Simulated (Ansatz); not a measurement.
## Strength of the O–Au bond: CH3AuO → CH3O + Au

Species: CH3AuO `C[O][Au]`, singlet; CH3O `C[O]`, doublet; Au atom, doublet. 

Shapes, held fixed at every level: PBE0-D4/def2-TZVP. Programs: Ansatz 0.2.0. The zero-point and thermal change to 298 K, harmonic and unscaled (PBE0-D4/def2-TZVP), is -8.2 kJ/mol.

| level | kind | ΔH(298 K) (kJ/mol) | less CCSD(T)/def2-TZVPP |
| --- | --- | --- | --- |
| HF/def2-SVP | Hartree–Fock | -29.7 | -193.0 |
| PBE-D4/def2-TZVPP | GGA | +180.4 | +17.1 |
| PBE0-D4/def2-TZVPP | global hybrid | +144.8 | -18.5 |
| r2SCAN0-D4/def2-TZVPP | global hybrid | +132.2 | -31.1 |
| wB97M-V/def2-TZVPP | range-separated hybrid | +149.4 | -13.9 |
| wB97X-V/def2-TZVPP | range-separated hybrid | +149.5 | -13.8 |
| B2PLYP/def2-TZVPP | double hybrid | +155.5 | -7.8 |
| CCSD(T)/def2-TZVPP | coupled cluster or CI | +163.3 | 0.0 |

The highest level, CCSD(T)/def2-TZVPP, gives ΔH(298 K) = +163.3 kJ/mol; the levels span -29.7 to +180.4. They disagree on the sign: 7 of 8 are positive. The column of differences is taken from that level and isn't an error. Hartree–Fock misses the correlation of the pair that is broken and comes out low. No measured value is set beside it here. T1 is large for CH3AuO, so single-reference values are less sure there. Open shells run unrestricted unless RO is named. For atoms past krypton def2 sets carry core potentials with scalar relativity. Correlated rows may include outer-core shells of Au, which these sets cover unevenly.
